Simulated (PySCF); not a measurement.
# Rh²⁺: excitation energy

Rh²⁺ [Kr] 4d7 (4F) → Rh²⁺ [Kr] 4d6 5s1 (6D), as a difference of total energies. All numbers are calculated (PySCF 2.14, scalar relativity through the core potential, in aug-cc-pVTZ-PP with one added diffuse shell each of s, p, d, f, g type with ECP28MDF (7s7p6d4f3g, 113 functions)). Correlated levels: valence: 4s2 4p6 frozen. The calculations carry no spin-orbit coupling.

```
           method  excitation energy (eV)
              UHF                   4.712
              LDA                   4.596
              PBE                   4.789
             PBE0                   4.972
           r2SCAN                   4.632
           revPBE                   4.873
        BHandHLYP                   5.229
            B97-3                   5.427
    MP2 (valence)                   5.259
SCS-MP2 (valence)                   5.791
```

Q: How much does correlation contribute at MP2 (valence)?

A: 5.259 − (4.712) = 0.547 eV, measured against UHF.
